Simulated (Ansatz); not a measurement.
`[SiH3]CB[AsH2]` + H–F → `FB[AsH2]` + `C[SiH3]` at 600 K and 1 bar (ligand exchange at a B–C bond).

Calculated with Ansatz (gas phase, PBE0-D4/def2-TZVP geometries, no zero-point term in ΔE). CBS: MP2 limit from def2 TZ/QZ plus the TZ coupled-cluster correction, frozen cores. This one scheme is used for every species. For As outer-core shells are correlated without core-valence functions, which leaves a few kJ/mol of doubt a bond. Scalar relativity is left out up to krypton. One conformer a species, not always the lowest.

```tsv
species	CCSD(T)/CBS energy (Eh)	H − E (kJ/mol)	S (J/(mol·K))
`[SiH3]CB[AsH2]`	-2591.73639	279.8	468.9
H–F	-100.39570	42.3	194.0
`FB[AsH2]`	-2361.43380	120.1	349.8
`C[SiH3]`	-330.73916	199.7	315.0
```

H − E and S are ideal-gas, rigid-rotor, harmonic terms from PBE0-D4/def2-TZVP, for one conformer and one mirror image of each species. 1 Eh = 2625.50 kJ/mol, R = 8.31446 J/(mol·K).

Problem. By hand: ΔE, ΔH, ΔS and ΔG.

Solution. ΔE = (-2361.43380) + (-330.73916) − (-2591.73639) − (-100.39570) = -0.04087 Eh = -107.3 kJ/mol. Δ(H − E) = 120.1 + 199.7 − 279.8 − 42.3 = -2.3, so ΔH = -109.6 kJ/mol. ΔS = 349.8 + 315.0 − 468.9 − 194.0 = 1.9 J/(mol·K). ΔG = -109.6 − 600 × (1.9)/1000 = -110.7 kJ/mol.

Problem. By hand: the equilibrium constant, and the temperature at which ΔG would vanish if ΔH and ΔS stayed fixed.

Solution. log₁₀ K = −ΔG/(RT ln 10) = 9.6. ΔH and −TΔS have one sign here, so there is no such temperature.

The number of gas molecules stays the same, so ΔS is small and ΔH decides. A doubt of 5 kJ/mol in ΔE shifts log₁₀ K by 0.4 here. Other conformers and mirror images would add mixing entropy, several J/(mol·K) or more a flexible species. Modes under 60 cm⁻¹, often nearly free rotors, make the harmonic entropy too high. These are equilibria of isolated gas molecules and say nothing of rates. Largest T1 diagnostic: 0.013 (customary marks: 0.02 for closed shells, 0.045 for open ones).

ΔS is within the doubt of such terms, so its sign, and with it that verdict, could turn.
